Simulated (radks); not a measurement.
The numbers below are computed, except where a source is named.
Q: The lead ion Pb4+, 78 electrons, occupied as [Xe] 4f14 5d10. Level of theory: scalar-relativistic Kohn-Sham, LDA (Slater exchange, Perdew-Wang correlation), spin-unpolarised, spherical densities, finite nucleus; Fermi nuclear charge, rms radius 5.5012 fm (a radial shooting solver on a logarithmic mesh with Libxc functionals). Some entries of the table are withheld. Estimate them.

orbital  occ.  eigenvalue (eV)  r(max) (bohr)
1s          2              (1)       0.009855
2s          2        -15785.39        0.05721
2p          6        -13558.03        0.04762
3s          2        -3820.767         0.1613
3p          6        -3181.753         0.1614
3d         10              (2)         0.1314
4s          2        -896.4488         0.3625
4p          6        -686.8465         0.3825
4d         10        -443.6463         0.3884
5s          2        -185.7728         0.7880
4f         14        -174.9354            (3)
5p          6        -127.3471            (4)
5d         10         -61.9421          1.067
6s          0         -48.4607            (5)
6p          0         -35.7410          2.194

A: 
(1) 1s eigenvalue (eV): -88047.10
(2) 3d eigenvalue (eV): -2527.062
(3) 4f r(max) (bohr): 0.3492
(4) 5p r(max) (bohr): 0.8805
(5) 6s r(max) (bohr): 1.839
